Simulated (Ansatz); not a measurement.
Molecule: difluorogermane, sum formula GeH2F2, net charge 0, singlet state. SMILES: [F][GeH2][F]
Geometry: optimised at B3LYP-D3(BJ)/def2-TZVP (Ansatz, a quantum-chemistry and plane-wave program).

Wanted: vertical triplet-singlet gap (E(triplet) - E(singlet); each state is the SCF solution reached for its spin; for the triplet the Hartree-Fock reference is unstable and T1 is 0.031), in kJ/mol. Cores are frozen in the correlated levels unless marked. Open shells are spin-unrestricted. Spin-orbit coupling is left out. Frozen are the shells of the preceding noble gas and the d and f shells that filled before the atom's block. No relativistic terms. 

| level | program | vertical triplet-singlet gap (kJ/mol) |
|---|---|---|
| RI-HF/aug-cc-pVTZ | Ansatz | 811.0 |
| SVWN5/def2-TZVPD | Ansatz | 681.2 |
| PBE/def2-TZVPD | Ansatz | 685.4 |
| r2SCAN/def2-TZVPD | Ansatz | 715.1 |
| BHLYP/def2-TZVPD | Ansatz | 792.8 |
| CAM-B3LYP/def2-TZVPD | Ansatz | 765.5 |
| wB97M-V/def2-TZVPD | Ansatz | 777.9 |
| B2PLYP/def2-TZVPD | Ansatz | 773.6 |
| RI-MP2/aug-cc-pVTZ | Ansatz | 814.9 |
| RI-MP2/aug-cc-pVQZ | Ansatz | 816.3 |
| CCSD/aug-cc-pVQZ | Ansatz | 805.5 |
| CCSD(T)/aug-cc-pVDZ | Ansatz | 788.9 |
| CCSD(T)/aug-cc-pVTZ | Ansatz | 787.2 |
| CCSD(T)/aug-cc-pVQZ | Ansatz | 788.3 |
